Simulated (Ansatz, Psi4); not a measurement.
## From Psi4 to Ansatz

Psi4 1.11 runs this on WOF4 (SMILES O=[W](F)(F)(F)F):

input.dat:
```
memory 2200 MB

molecule {
  0 1
  O
  W 1 r2
  F 2 r3 1 a3
  F 2 r4 1 a4 3 d4
  F 2 r5 1 a5 4 d5
  F 2 r6 1 a6 4 d6

  r2 = 1.670523
  r3 = 1.847651
  a3 = 105.12326
  r4 = 1.847655
  a4 = 105.11785
  d4 = -90.0008
  r5 = 1.84766
  a5 = 105.12317
  d5 = -89.99942
  r6 = 1.847657
  a6 = 105.11781
  d6 = -179.99992
  symmetry c1
}

set {
  puream               true
  e_convergence        1e-09
  d_convergence        1e-08
  scf_type             pk
  dft_radial_points    99
  dft_spherical_points 590
}

E, wfn = gradient("blyp/def2-SVP", return_wfn=True)
oeprop(wfn, "QUADRUPOLE", "DIPOLE", "MULLIKEN_CHARGES", title="BLYP")
print_variables()
```

```bash
$ psi4 input.dat output.dat -n 1
```

The shape is that of a PBE0-D4/def2-TZVP optimisation.

The shape isn't stationary at this level (largest force 2.4 eV/Å).

It gives a total energy of -541.556100 Eh.

**Question.** Translate the job to Ansatz 0.2.0 as an input file of the program's own, asking for the energy.

**Answer.** For example:

job.yaml:
```yaml
crystal:
  periodic: [false, false, false]
  atoms:
    - symbol: O
      position_ang: [-1.628740, -0.246930, -0.471180]
    - symbol: W
      position_ang: [-0.040770, -0.006180, -0.011790]
    - symbol: F
      position_ang: [-0.123740, 1.167320, 1.412930]
    - symbol: F
      position_ang: [0.534690, 1.440420, -1.006790]
    - symbol: F
      position_ang: [0.958650, -1.040750, -1.171390]
    - symbol: F
      position_ang: [0.299900, -1.313890, 1.248240]
basis:
  gaussian:
    orbitals: def2-SVP
hamiltonian:
  xc: {name: BLYP}
accuracy: high
output: {orbitals: {seedname: orbitals}}
```

```bash
$ ansatz run job.yaml --threads 1 --pin off --max-ram 3480MiB --events-out events.jsonl --progress --plain --runs-dir runs
```

Its energy is -541.556096 Eh, 0.004 mEh from the first.
